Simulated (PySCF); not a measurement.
GaI3 (SMILES [I][Ga]([I])[I]), singlet, geometry from GFN2-xTB (such geometries of metal compounds can be far from the true shape) (all electrons, no relativity); BLYP/STO-3G run with PySCF.

Input for PySCF:
```python
from pyscf import gto, scf, dft

mol = gto.Mole()
mol.atom = '''
    Ga    0.000000    0.000000   -0.000000
    I    -2.059714   -1.430075   -0.046663
    I     0.015673    2.214894   -1.176313
    I     2.044041   -0.784819    1.222976
'''
mol.basis = 'sto-3g'
mol.charge = 0
mol.spin = 0
mol.verbose = 4
mol.build()

mf = dft.RKS(mol)
mf.xc = 'blyp'
mf.kernel()
mf.analyze()
```

Output, abridged:

```
PySCF version 2.14.0

[INPUT] verbose = 4
[INPUT] num. atoms = 4
[INPUT] num. electrons = 190
[INPUT] charge = 0
[INPUT] spin (= nelec alpha-beta = 2S) = 0
[INPUT] symmetry False subgroup None
[INPUT] Mole.unit = angstrom
[INPUT] Symbol           X                Y                Z      unit          X                Y                Z       unit  Magmom
[...]
nuclear repulsion = 2066.61915511388
number of shells = 41
number of NR pGTOs = 297
number of NR cGTOs = 99
basis = sto-3g
ecp = {}

******** <class 'pyscf.dft.rks.RKS'> ********
method = RKS
initial guess = minao
damping factor = 0
level_shift factor = 0
DIIS = <class 'pyscf.scf.diis.CDIIS'>
diis_start_cycle = 1
diis_space = 8
diis_damp = 0
SCF conv_tol = 1e-09
SCF conv_tol_grad = None
SCF max_cycles = 50
direct_scf = True
direct_scf_tol = 1e-13
XC library pyscf.dft.libxc version 7.1.2
    S. Lehtola, C. Steigemann, M. J. T. Oliveira, and M. A. L. Marques,  SoftwareX 7, 1–5 (2018)
XC functionals = blyp
    A. D. Becke,  Phys. Rev. A 38, 3098 (1988)
    C. Lee, W. Yang, and R. G. Parr,  Phys. Rev. B 37, 785 (1988)
    B. Miehlich, A. Savin, H. Stoll, and H. Preuss,  Chem. Phys. Lett. 157, 200 (1989)
radial grids:
    Treutler-Ahlrichs [JCP 102, 346 (1995); DOI:10.1063/1.469408] (M4) radial grids

becke partition: Becke, JCP 88, 2547 (1988); DOI:10.1063/1.454033
pruning grids: <function nwchem_prune>
grids dens level: 3
symmetrized grids: False
atomic radii adjust function: <function treutler_atomic_radii_adjust>
small_rho_cutoff = 0
Set gradient conv threshold to 3.16228e-05
Initial guess from minao.
tot grids = 86784
init E= -22393.7297996533
[...]
cycle= 1 E= -22460.3016495941  delta_E= -66.6  |g|= 0.448  |ddm|= 3.19

WARN: HOMO 0.411064575182906 == LUMO 0.411112847904485

cycle= 2 E= -22437.7307430061  delta_E= 22.6  |g|= 3.43  |ddm|= 9.82
[...]
cycle= 3 E= -22460.2932282407  delta_E= -22.6  |g|= 0.479  |ddm|=   10
[...]
cycle= 4 E= -22460.3050670878  delta_E= -0.0118  |g|= 0.441  |ddm|= 0.181
[...]
cycle= 5 E= -22460.2785464652  delta_E= 0.0265  |g|= 0.553  |ddm|= 0.645
[...]
cycle= 6 E= -22460.2383842111  delta_E= 0.0402  |g|= 0.587  |ddm|= 0.253
[...]
cycle= 7 E= -22460.0625979486  delta_E= 0.176  |g|= 0.723  |ddm|= 0.716
[...]
cycle= 8 E= -22460.3408616109  delta_E= -0.278  |g|= 0.404  |ddm|= 1.33

WARN: HOMO -0.0241519089850668 == LUMO -0.023806020696446

cycle= 9 E= -22459.0480467298  delta_E= 1.29  |g|= 1.59  |ddm|= 3.64
[...]
cycle= 10 E= -22460.4261224839  delta_E= -1.38  |g|= 0.131  |ddm|= 3.53
[...]
cycle= 11 E= -22460.4218216009  delta_E= 0.0043  |g|= 0.176  |ddm|= 0.239

WARN: HOMO -0.0364631885480269 == LUMO -0.0362726383503027

cycle= 12 E= -22459.0069848897  delta_E= 1.41  |g|= 1.67  |ddm|= 3.55
[...]
cycle= 13 E= -22460.4270601193  delta_E= -1.42  |g|= 0.139  |ddm|= 3.55
[...]
cycle= 14 E= -22460.4279781492  delta_E= -0.000918  |g|= 0.13  |ddm|= 0.18
[...]
cycle= 15 E= -22460.4107164965  delta_E= 0.0173  |g|= 0.231  |ddm|= 0.367
[...]
cycle= 16 E= -22460.4254079207  delta_E= -0.0147  |g|= 0.144  |ddm|= 0.246
[...]
cycle= 17 E= -22460.4271681801  delta_E= -0.00176  |g|= 0.139  |ddm|= 0.202
[...]
cycle= 18 E= -22460.4325725541  delta_E= -0.0054  |g|= 0.0793  |ddm|= 0.164

WARN: HOMO -0.0340139152569607 == LUMO -0.0339764060813992

cycle= 19 E= -22459.0038133192  delta_E= 1.43  |g|= 1.67  |ddm|= 3.55

WARN: HOMO -0.0351508076382585 == LUMO -0.0350910246734912

cycle= 20 E= -22459.0101795323  delta_E= -0.00637  |g|= 1.67  |ddm|= 0.422

WARN: HOMO -0.0347345705267021 == LUMO -0.0346803318129154

cycle= 21 E= -22459.0062070888  delta_E= 0.00397  |g|= 1.67  |ddm|= 0.181

WARN: HOMO -0.0368769907351649 == LUMO -0.0368177688024592

cycle= 22 E= -22459.0353566963  delta_E= -0.0291  |g|= 1.64  |ddm|= 0.181

WARN: HOMO -0.0366879213837151 == LUMO -0.0366286651302028

cycle= 23 E= -22459.0382612832  delta_E= -0.0029  |g|= 1.63  |ddm|= 1.64

WARN: HOMO -0.0325392323747392 == LUMO -0.0324065803243817

cycle= 24 E= -22458.9695012507  delta_E= 0.0688  |g|= 1.71  |ddm|= 0.787

WARN: HOMO -0.031683925939615 == LUMO -0.0315776365772591

cycle= 25 E= -22458.9528516976  delta_E= 0.0166  |g|= 1.73  |ddm|= 1.08

WARN: HOMO -0.0324255275631922 == LUMO -0.0319441735172304

cycle= 26 E= -22458.8777722721  delta_E= 0.0751  |g|= 1.82  |ddm|= 2.48
[...]
cycle= 27 E= -22459.6910547387  delta_E= -0.813  |g|= 1.04  |ddm|=  4.4
[...]
cycle= 28 E= -22460.24970399  delta_E= -0.559  |g|= 0.43  |ddm|= 2.45
[...]
cycle= 29 E= -22460.4251615481  delta_E= -0.175  |g|= 0.142  |ddm|= 2.37
[...]
cycle= 30 E= -22460.4122417091  delta_E= 0.0129  |g|= 0.227  |ddm|= 1.01
[...]
cycle= 31 E= -22460.4210148437  delta_E= -0.00877  |g|= 0.183  |ddm|= 0.206
[...]
cycle= 32 E= -22460.4180964657  delta_E= 0.00292  |g|= 0.199  |ddm|= 0.194
[...]
cycle= 33 E= -22460.4290040602  delta_E= -0.0109  |g|= 0.122  |ddm|= 0.212
[...]
cycle= 34 E= -22460.4313220051  delta_E= -0.00232  |g|= 0.0965  |ddm|= 0.0799

WARN: HOMO -0.0354579292971967 == LUMO -0.0354132831557084

cycle= 35 E= -22459.0192426285  delta_E= 1.41  |g|= 1.65  |ddm|= 3.54
[...]
cycle= 36 E= -22460.4282172857  delta_E= -1.41  |g|= 0.131  |ddm|= 3.55
[...]
cycle= 37 E= -22460.4319049219  delta_E= -0.00369  |g|= 0.0893  |ddm|= 0.103

WARN: HOMO -0.0329396510995353 == LUMO -0.0328934793875365

cycle= 38 E= -22458.9703681661  delta_E= 1.46  |g|= 1.71  |ddm|= 3.55

WARN: HOMO -0.0379597184583217 == LUMO -0.0376726873008021

cycle= 39 E= -22460.4338359556  delta_E= -1.46  |g|= 0.056  |ddm|= 3.54

WARN: HOMO -0.0363767683280143 == LUMO -0.0362655587637687

cycle= 40 E= -22459.0177218644  delta_E= 1.42  |g|= 1.66  |ddm|= 3.54

WARN: HOMO -0.0366517621886215 == LUMO -0.0365310579021713

cycle= 41 E= -22459.0214640224  delta_E= -0.00374  |g|= 1.66  |ddm|= 0.18

WARN: HOMO -0.0367333075122527 == LUMO -0.0366241919670198

cycle= 42 E= -22459.0199881311  delta_E= 0.00148  |g|= 1.66  |ddm|= 0.26

WARN: HOMO -0.0369127449039282 == LUMO -0.03680552045156

cycle= 43 E= -22459.0262815493  delta_E= -0.00629  |g|= 1.66  |ddm|= 0.0677

WARN: HOMO -0.0371330442629383 == LUMO -0.0370336264738287

cycle= 44 E= -22459.036437587  delta_E= -0.0102  |g|= 1.66  |ddm|= 0.128
[...]
cycle= 45 E= -22460.4345354668  delta_E= -1.4  |g|= 0.0325  |ddm|= 3.51
[...]
cycle= 46 E= -22460.4348057512  delta_E= -0.00027  |g|= 0.0209  |ddm|= 0.764

WARN: HOMO -0.0371549437347243 == LUMO -0.0371012545959757

cycle= 47 E= -22460.4346869595  delta_E= 0.000119  |g|= 0.0292  |ddm|= 0.614
[...]
cycle= 48 E= -22460.4345888579  delta_E= 9.81e-05  |g|= 0.0314  |ddm|= 0.138
[...]
cycle= 49 E= -22460.4346714664  delta_E= -8.26e-05  |g|= 0.024  |ddm|= 0.0847
[...]
cycle= 50 E= -22460.4344927206  delta_E= 0.000179  |g|= 0.0358  |ddm|= 0.0617
SCF not converged.
SCF energy = -22460.4344927206
**** SCF Summaries ****
Total Energy =                      -22460.434492720600247
Nuclear Repulsion Energy =            2066.619155113877696
One-electron Energy =               -35110.461913754195848
Two-electron Energy =                10583.408265919719270
Two-electron Coulomb Energy =        11187.721322275709099
DFT Exchange-Correlation Energy =     -604.313056355989033
HOMO-LUMO gap [eV] =                     0.045586792938409
**** MO energy ****
[...]
 ** Mulliken pop on meta-lowdin orthogonal AOs  **
 ** Mulliken pop  **
 ** Mulliken atomic charges  **
charge of    0Ga =     -0.18779
charge of    1I =      0.06520
charge of    2I =      0.06282
charge of    3I =      0.05977
Dipole moment(X, Y, Z, Debye): -0.04905, -0.00863, -0.02895
```

Convergence was not reached.
